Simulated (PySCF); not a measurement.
C3H9ClOSi, SMILES COC[Si@H](C)Cl. Atoms are numbered in the order given.

```xyz
15

C      2.8448    -1.0623    -0.4598
O      1.4739    -0.7646    -0.4578
C      0.9641    -0.4277     0.8124
Si    -0.8674     0.0040     0.6093
C     -1.7182    -1.2939    -0.4292
Cl    -1.0186     1.8586    -0.3421
H      3.4531    -0.2012    -0.1164
H      3.1351    -1.3102    -1.4912
H      3.0793    -1.9272     0.1939
H      1.5141     0.4251     1.2636
H      1.0636    -1.2752     1.5283
H     -1.4788     0.1516     1.9599
H     -2.7533    -1.0096    -0.6711
H     -1.1541    -1.4279    -1.3647
H     -1.7340    -2.2580     0.1057
```
Charge 0, spin multiplicity 1.

Geometry optimised at B3LYP-D3(BJ)/def2-SVP. The structure was generated by enumeration; whether it is a known compound was not checked. The values are those of a single conformer.

Two levels are set side by side: PBE/pcSseg-1 (PySCF) and PBE0/pcSseg-1 (PySCF). GIAO shifts against H2O (¹⁷O), HCl (³⁵Cl), TMS (²⁹Si), TMS (¹H), TMS (¹³C) at the same level; non-relativistic, no solvent, atoms listed together averaged. Without spin–orbit terms, shifts of atoms bonded to Cl or Br come out too high at both levels. Differences are taken from unrounded values.

| quantity | PBE0 |
|---|---|
| δ(¹³C) of C1 (ppm) | 65.9 |
| δ(¹⁷O) of O2 (ppm) | 1.9 |
| δ(¹³C) of C3 (ppm) | 69.0 |
| δ(²⁹Si) of Si4 (ppm) | 18.9 |
| δ(¹³C) of C5 (ppm) | 0.6 |
| δ(³⁵Cl) of Cl6 (ppm) | -18.9 |
| δ(¹H) of H12 (ppm) | 5.28 |

Task: What does PBE give, and how far is it from PBE0? (Estimate from the structure and the level; the computed values follow.)

Result: 
| quantity | PBE | PBE minus PBE0 |
|---|---|---|
| δ(¹³C) of C1 (ppm) | 68.2 | 2.4 |
| δ(¹⁷O) of O2 (ppm) | 17.7 | 15.8 |
| δ(¹³C) of C3 (ppm) | 72.8 | 3.8 |
| δ(²⁹Si) of Si4 (ppm) | 19.9 | 1.0 |
| δ(¹³C) of C5 (ppm) | 0.7 | 0.1 |
| δ(³⁵Cl) of Cl6 (ppm) | -5.0 | 13.9 |
| δ(¹H) of H12 (ppm) | 5.48 | 0.20 |

Rough cost on one machine, each run with all the roots and properties that it gave: PBE0 against PBE within a factor of 2.
